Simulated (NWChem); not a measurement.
Species: C₂H₃F₂In; SMILES C=[CH][In]([F])[F]

```xyz
8

In    -0.0416     0.2510     0.0000
F     -1.0278     1.9360     0.0000
F      1.8801     0.6188     0.0000
C     -0.7931    -1.7231     0.0000
C      0.0372    -2.7700     0.0000
H     -1.8780    -1.8726     0.0000
H     -0.3459    -3.7983     0.0000
H      1.1272    -2.6639     0.0000
```
Atoms are numbered in this order, from 1.

Geometry: optimised at PBE0/def2-SVP. B3LYP is NWChem's, with the RPA form of VWN correlation. def2 effective core potentials on In; no spin-orbit coupling.

Symmetry labels are those of Cs in the frame above (b1 and b2, or b-type labels, depend on it).

Q: List the 6 lowest vertical singlet excitations from B3LYP/def2-SVP with def2 effective core potentials on In, full TDDFT (NWChem).

A: 
```csv
state,energy (eV),oscillator strength,symmetry,leading excitation (squared amplitude)
S1,5.56,0.010,a",HOMO → LUMO+1 (0.63)
S2,5.71,0.003,a",HOMO−1 → LUMO (0.63)
S3,6.02,0.052,a',HOMO−1 → LUMO+1 (0.62)
S4,6.24,0.011,a',HOMO−2 → LUMO+1 (0.88)
S5,6.24,0.000,a",HOMO−3 → LUMO+1 (0.97)
S6,6.37,0.243,a',HOMO → LUMO (0.60)
```
